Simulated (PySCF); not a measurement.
Computed shifts of a molecule C₄H₃FO₂, PBE/pcSseg-1 (PySCF), GIAO, gas phase, equivalent atoms averaged, in ppm (number of nuclei): ¹³C: 192.5 (1), 192.1 (1), 84.9 (1), 81.1 (1). ¹⁹F: -91.7 (1). ¹H: 5.15 (1), 4.71 (2). References: ¹⁷O against H2O (σ = 334.3 ppm); ¹³C against TMS (σ = 182.0 ppm); ¹⁹F against CFCl3 (σ = 133.6 ppm); ¹H against TMS (σ = 31.49 ppm), references at their B3LYP-D3(BJ)/def2-TZVP geometries, non-relativistic. Geometry optimised at PBE0-D3(BJ)/def2-SVP. The values are those of a single conformer.

### Question
Pick the molecule that these values belong to.
A. C#CC1(F)OCO1
B. Oc1ccc(F)o1
C. Oc1cc(F)co1
D. O=C1C=C(F)OC1

### Answer
D, O=C1C=C(F)OC1
